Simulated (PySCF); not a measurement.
This script is equivalent to a calculation on Ga (gallium, neutral).

```python
from pyscf import gto, scf, dft, mp, cc
import basis_set_exchange as bse
mol = gto.M(atom="Ga 0 0 0", charge=0, spin=1, symmetry="D2h",
            basis=gto.basis.parse(bse.get_basis("cc-pVTZ-DK", elements=["Ga"], fmt="nwchem", header=False)),
            nucmod="G")
mf = scf.UHF(mol).sfx2c1e()
mf.irrep_nelec = {'Ag': (6, 6), 'B1g': (1, 1), 'B2g': (1, 1), 'B3g': (1, 1), 'B1u': (2, 2), 'B2u': (3, 2), 'B3u': (2, 2)}
mf.kernel()
```

(1) What total energy does it give?

(2) Which occupied shell lies highest, and where?

(3) What is ⟨S²⟩, and what would a pure spin state give?

Results:

(1) -1942.17428 hartree (calculated).

(2) 4p α, at -5.805 eV.

(3) 0.762, against 0.75.
